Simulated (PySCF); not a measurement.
PySCF input (B3PW91/6-31G* (5d)):

```python
from pyscf import gto, dft

mol = gto.M(
    atom='''
    O    -0.55277600   -1.60874600   -0.55111700
    Si   -0.34115300   -0.13499500    0.13456900
    O    -1.62256900    0.82745900   -0.22466600
    O    -0.33253200   -0.18062200    1.78717500
    Si    1.64020700    0.65081100   -0.80370800
    H    -1.40426600   -2.04341700   -0.44067800
    H    -1.92868900    1.41697700    0.47008300
    H     0.38836800   -0.64258700    2.22301300
    H     2.80055100   -0.26427500   -0.64625600
    H     2.02029300    2.00715200   -0.32934000
    ''',
    basis='6-31g*',
    charge=0,
    spin=1,
    verbose=4,
)

mf = dft.UKS(mol, xc='b3pw91')
mf.grids.level = 3
mf.conv_tol = 1e-9
mf.max_cycle = 100
mf.max_memory = 1500
mf.kernel()
if not mf.converged:
    mf = mf.newton()
    mf.kernel(mf.make_rdm1())
mo, _, stable, _ = mf.stability(return_status=True)
if not stable:
    mf.kernel(mf.make_rdm1(mo, mf.mo_occ))
    stable = mf.stability(return_status=True)[2]
mf.dip_moment()
```

Output:

```
PySCF version 2.14.0

[INPUT] verbose = 4
[INPUT] num. atoms = 10
[INPUT] num. electrons = 57
[INPUT] charge = 0
[INPUT] spin (= nelec alpha-beta = 2S) = 1
[INPUT] symmetry False subgroup None
[INPUT] Mole.unit = angstrom
[INPUT] Symbol           X                Y                Z      unit          X                Y                Z       unit  Magmom
[INPUT]  1 O     -0.552776000000  -1.608746000000  -0.551117000000 AA   -1.044595248233  -3.040089343990  -1.041460192592 Bohr   0.0
[INPUT]  2 Si    -0.341153000000  -0.134995000000   0.134569000000 AA   -0.644685736574  -0.255103578186   0.254298554857 Bohr   0.0
[INPUT]  3 O     -1.622569000000   0.827459000000  -0.224666000000 AA   -3.066211028209   1.563670889306  -0.424557209502 Bohr   0.0
[INPUT]  4 O     -0.332532000000  -0.180622000000   1.787175000000 AA   -0.628394407654  -0.341326112071   3.377271286670 Bohr   0.0
[INPUT]  5 Si     1.640207000000   0.650811000000  -0.803708000000 AA    3.099542017594   1.229854548854  -1.518788004122 Bohr   0.0
[INPUT]  6 H     -1.404266000000  -2.043417000000  -0.440678000000 AA   -2.653678146038  -3.861498488280  -0.832760729121 Bohr   0.0
[INPUT]  7 H     -1.928689000000   1.416977000000   0.470083000000 AA   -3.644693989461   2.677698454808   0.888328125814 Bohr   0.0
[INPUT]  8 H      0.388368000000  -0.642587000000   2.223013000000 AA    0.733909155545  -1.214313441206   4.200885741348 Bohr   0.0
[INPUT]  9 H      2.800551000000  -0.264275000000  -0.646256000000 AA    5.292274387877  -0.499407371569  -1.221246846357 Bohr   0.0
[INPUT] 10 H      2.020293000000   2.007152000000  -0.329340000000 AA    3.817800461376   3.792967570373  -0.622362401864 Bohr   0.0

nuclear repulsion = 304.30271036447
number of shells = 44
number of NR pGTOs = 203
number of NR cGTOs = 88
basis = 6-31g*
ecp = {}

******** <class 'pyscf.dft.uks.UKS'> ********
method = UKS
initial guess = minao
damping factor = 0
level_shift factor = 0
DIIS = <class 'pyscf.scf.diis.CDIIS'>
diis_start_cycle = 1
diis_space = 8
diis_damp = 0
SCF conv_tol = 1e-09
SCF conv_tol_grad = None
SCF max_cycles = 100
direct_scf = True
direct_scf_tol = 1e-13
number electrons alpha = 29  beta = 28
XC library pyscf.dft.libxc version 7.1.2
    S. Lehtola, C. Steigemann, M. J. T. Oliveira, and M. A. L. Marques,  SoftwareX 7, 1–5 (2018)
XC functionals = b3pw91
    A. D. Becke,  J. Chem. Phys. 98, 5648 (1993)
radial grids:
    Treutler-Ahlrichs [JCP 102, 346 (1995); DOI:10.1063/1.469408] (M4) radial grids

becke partition: Becke, JCP 88, 2547 (1988); DOI:10.1063/1.454033
pruning grids: <function nwchem_prune>
grids dens level: 3
symmetrized grids: False
atomic radii adjust function: <function treutler_atomic_radii_adjust>
small_rho_cutoff = 0
Set gradient conv threshold to 3.16228e-05
tot grids = 129648
init E= -807.91140009704
  alpha nocc = 29  HOMO = -0.183714825582959  LUMO = -0.0308078115213224
  beta  nocc = 28  HOMO = -0.332749482616477  LUMO = -0.183714825582959

WARN: HOMO -0.183714825582959 >= LUMO -0.183714825582959

cycle= 1 E= -807.294561617776  delta_E= 0.617  |g|= 0.819  |ddm|= 2.08
  alpha nocc = 29  HOMO = -0.14853616265489  LUMO = 0.0445531400512613
  beta  nocc = 28  HOMO = -0.151761186002437  LUMO = -0.105754561484187
  HOMO = -0.148536162655  LUMO = -0.105754561484  gap/eV = 1.16415
cycle= 2 E= -806.89950522729  delta_E= 0.395  |g|= 1.28  |ddm|= 1.71
  alpha nocc = 29  HOMO = -0.198416150387196  LUMO = 0.034375964500462
  beta  nocc = 28  HOMO = -0.279811632630358  LUMO = -0.0918185557685947
  HOMO = -0.198416150387  LUMO = -0.0918185557686  gap/eV = 2.90067
cycle= 3 E= -807.545519363714  delta_E= -0.646  |g|= 0.0638  |ddm|= 1.19
  alpha nocc = 29  HOMO = -0.217094291509953  LUMO = 0.027362097321054
  beta  nocc = 28  HOMO = -0.290410801533984  LUMO = -0.102387836402488
  HOMO = -0.21709429151  LUMO = -0.102387836402  gap/eV = 3.12132
cycle= 4 E= -807.54707000861  delta_E= -0.00155  |g|= 0.0412  |ddm|= 0.104
  alpha nocc = 29  HOMO = -0.215269038866376  LUMO = 0.0300843164966209
  beta  nocc = 28  HOMO = -0.287761259174816  LUMO = -0.0981593546799675
  HOMO = -0.215269038866  LUMO = -0.09815935468  gap/eV = 3.18672
cycle= 5 E= -807.547711554828  delta_E= -0.000642  |g|= 0.0136  |ddm|= 0.041
  alpha nocc = 29  HOMO = -0.213597127427661  LUMO = 0.031259087451653
  beta  nocc = 28  HOMO = -0.286414857238955  LUMO = -0.0953540845927194
  HOMO = -0.213597127428  LUMO = -0.0953540845927  gap/eV = 3.21756
cycle= 6 E= -807.54778840343  delta_E= -7.68e-05  |g|= 0.00171  |ddm|= 0.0127
  alpha nocc = 29  HOMO = -0.214051443649975  LUMO = 0.030998261339501
  beta  nocc = 28  HOMO = -0.286887462803196  LUMO = -0.0953308837552611
  HOMO = -0.21405144365  LUMO = -0.0953308837553  gap/eV = 3.23055
cycle= 7 E= -807.54779131808  delta_E= -2.91e-06  |g|= 0.000613  |ddm|= 0.0043
  alpha nocc = 29  HOMO = -0.214077860285389  LUMO = 0.0310791681793003
  beta  nocc = 28  HOMO = -0.286787467214605  LUMO = -0.0951813372663088
  HOMO = -0.214077860285  LUMO = -0.0951813372663  gap/eV = 3.23534
cycle= 8 E= -807.547791762411  delta_E= -4.44e-07  |g|= 0.00028  |ddm|= 0.00154
  alpha nocc = 29  HOMO = -0.214064275833982  LUMO = 0.0310788623112179
  beta  nocc = 28  HOMO = -0.286800680238176  LUMO = -0.0951349729558952
  HOMO = -0.214064275834  LUMO = -0.0951349729559  gap/eV = 3.23623
cycle= 9 E= -807.547791813331  delta_E= -5.09e-08  |g|= 0.000166  |ddm|= 0.000503
  alpha nocc = 29  HOMO = -0.214073156332909  LUMO = 0.0310750072548056
  beta  nocc = 28  HOMO = -0.286802779439797  LUMO = -0.0951356526580009
  HOMO = -0.214073156333  LUMO = -0.095135652658  gap/eV = 3.23645
cycle= 10 E= -807.547791826901  delta_E= -1.36e-08  |g|= 5.61e-05  |ddm|= 0.000221
  alpha nocc = 29  HOMO = -0.214079786850331  LUMO = 0.0310776113244531
  beta  nocc = 28  HOMO = -0.286801192071796  LUMO = -0.095140716310286
  HOMO = -0.21407978685  LUMO = -0.0951407163103  gap/eV = 3.23650
cycle= 11 E= -807.547791828786  delta_E= -1.88e-09  |g|= 1.69e-05  |ddm|= 9.01e-05
  alpha nocc = 29  HOMO = -0.214076796330708  LUMO = 0.0310778525814159
  beta  nocc = 28  HOMO = -0.286801293772936  LUMO = -0.0951394607638343
  HOMO = -0.214076796331  LUMO = -0.0951394607638  gap/eV = 3.23645
cycle= 12 E= -807.54779182894  delta_E= -1.55e-10  |g|= 1.19e-05  |ddm|= 3.08e-05
  alpha nocc = 29  HOMO = -0.214077193322579  LUMO = 0.0310779953597997
  beta  nocc = 28  HOMO = -0.286800236572235  LUMO = -0.0951407968372289
  HOMO = -0.214077193323  LUMO = -0.0951407968372  gap/eV = 3.23642
Extra cycle  E= -807.547791828899  delta_E= 4.18e-11  |g|= 1.75e-05  |ddm|= 2.37e-05
converged SCF energy = -807.547791828899  <S^2> = 0.75333318  2S+1 = 2.0033304
uhf_internal: lowest eigs of H = [0.26855349 0.3576665  0.37737846]
<class 'pyscf.dft.uks.UKS'> wavefunction is stable in the internal stability analysis
Dipole moment(X, Y, Z, Debye): -0.47862, -0.47180,  1.94683
```

The geometry given is a B3LYP-D3(BJ)/def2-TZVP minimum.
